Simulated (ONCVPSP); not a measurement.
What one change does to a pseudopotential (manganese (Mn), ONCV)

* Element: manganese (Mn)
* Generator: ONCVPSP 4.0.1
* Type: optimised norm-conserving Vanderbilt (ONCV)
* Functional: LDA (Perdew-Zunger)
* Relativity: scalar-relativistic
* Frozen core: [Ne]
* Valence charge: 15
* Reference configuration: 3s2 3p6 3d5.5 4s1.5
* Partial waves: 3s+4s: rc 1.20 bohr, ncon 5, nbas 9, qcut 13.2 1/bohr, 2 projectors; 3p: rc 1.15 bohr, ncon 4, nbas 7, qcut 10.2 1/bohr, 2 projectors, debl 1.7 Ha; 3d: rc 1.15 bohr, ncon 3, nbas 8, qcut 16.1 1/bohr, local
* Local potential: the d channel
* Core correction: Teter function, fcfact 3, rcfact 1.55

In the p channel the program set the typed energies aside and used -1.920, 0.250 Ha.

Change: reference 3s2 3p6 3d4; wave 3s+4s: rc 1.20 bohr, ncon 5, nbas 9, qcut 13.2 1/bohr, 2 projectors becomes 3s: rc 1.20 bohr, ncon 5, nbas 9, qcut 13.2 1/bohr, 2 projectors, debl 0.3 Ha. In the s channel the program set the typed energies aside and used -4.461, 0.250 Ha. In the p channel the program set the typed energies aside and used -3.316, 0.250 Ha.

Cutoffs: the cutoffs (Ha) at which the residual kinetic energy of the hardest occupied pseudo-wave falls to 1 and 0.1 mHa per electron; they do not see the model core or the augmentation charge, which bear on the density cutoff. Errors are all-electron minus pseudo energies relative to the spin-unpolarised reference configuration.

Task: What does the change do?

Result: The potential gets neither clearly harder nor softer (79 Ha and 92 Ha → 81 Ha and 94 Ha); both files keep a bound ghost (s); the lowest positive-energy flag moves from p at 198.5 eV to p at 54.9 eV; the range in which the p phases agree narrows (upper end 4.1 → 1.7); the range in which the d phases agree narrows (upper end 3.4 → 2.0).

```csv
quantity,base,changed
"cutoff, loose",79 Ha,81 Ha
"cutoff, tight",92 Ha,94 Ha
loose cutoff by channel,"s 56 Ha, p 30 Ha, d 79 Ha","s 56 Ha, p 30 Ha, d 81 Ha"
bound ghosts,s,s
GHOST(+) flags under 300 eV,p at 198.5 eV,p at 54.9 eV
"largest error over its own tests, meV",-2.2,-8.3
s: phases at 1.22 bohr within 0.05 rad from the reference energy up to (Ha; the scan ends near 5),to the end of the scan,to the end of the scan
p: phases at 1.17 bohr within 0.05 rad from the reference energy up to (Ha; the scan ends near 5),4.1,1.7
d: phases at 1.17 bohr within 0.05 rad from the reference energy up to (Ha; the scan ends near 5),3.4,2.0
"rms error of d²Exc/dni dnj with the model core, mHa",0.67,1.19
```

 A true bound ghost makes a file unfit for plane-wave use even where its test errors are small: the radial tests pick states by their node count and pass the ghost by.
